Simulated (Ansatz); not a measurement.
A structure relaxed at PBE-D4/def2-SVP in Ansatz, charge 0, singlet:

```xyz
7

Ge   -0.889    1.873    0.922
Ge    0.936   -0.913    1.462
Ge    0.276   -0.442   -2.478
Se   -1.717    0.247   -1.225
Se    1.441    1.513    1.193
Se   -1.588   -0.701    1.007
Se    1.539   -1.576   -0.882
```

**Question.** Give its formula.

**Answer.** Ge₃Se₄.

**Question.** Summarise the bond lengths by kind (pairs closer than 1.2 times the sum of covalent radii, bridged metal pairs left out).

**Answer.** 8 × Ge–Se 2.33 to 2.82 Å; 1 × Se–Se 2.43 Å.

Another isomer (singlet) lies 0.58 eV lower at PBE0-D4/def2-TZVP; other spin states weren't run for this one.
